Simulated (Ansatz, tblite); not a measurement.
Forces on the cluster Na3I4⁻ at its r2SCAN-D4/def2-SVPD geometry. Total charge -1; singlet.

In the def2 sets I takes a core potential; there is no spin–orbit coupling. The xTB rows come from tblite. Another isomer (singlet) lies 0.10 eV lower at PBE0-D4/def2-TZVPD; other spin states weren't run for this one.

GFN1-xTB (tblite), largest force 0.11 eV/Å:

```xyz
7
positions Å, forces eV/Å
Na    1.445   -1.319   -0.672   -0.106   -0.035    0.015
Na   -0.958    1.235   -1.347   -0.042   -0.093    0.033
Na   -0.197    0.352    2.024   -0.064   -0.072   -0.050
I     0.942   -2.424    2.073    0.016    0.074   -0.037
I     1.757    1.653    0.040    0.077    0.075    0.000
I    -0.227   -1.051   -3.149    0.036    0.050    0.058
I    -2.762    1.553    1.031    0.083    0.000   -0.020
```

GFN2-xTB (tblite), largest force 0.27 eV/Å:

```
Na 0.120 -0.222 -0.085
Na -0.176 0.100 -0.167
Na -0.084 -0.010 0.252
I 0.056 -0.074 0.079
I 0.160 0.153 0.002
I 0.010 -0.021 -0.119
I -0.086 0.075 0.038
```

PBE-D4/def2-TZVPD (Ansatz), largest force 0.03 eV/Å:

```
Na -0.007 -0.026 -0.005
Na -0.020 -0.005 -0.007
Na -0.017 -0.012 0.014
I -0.001 0.024 -0.015
I 0.012 0.014 -0.001
I 0.007 0.014 0.024
I 0.027 -0.008 -0.009
```
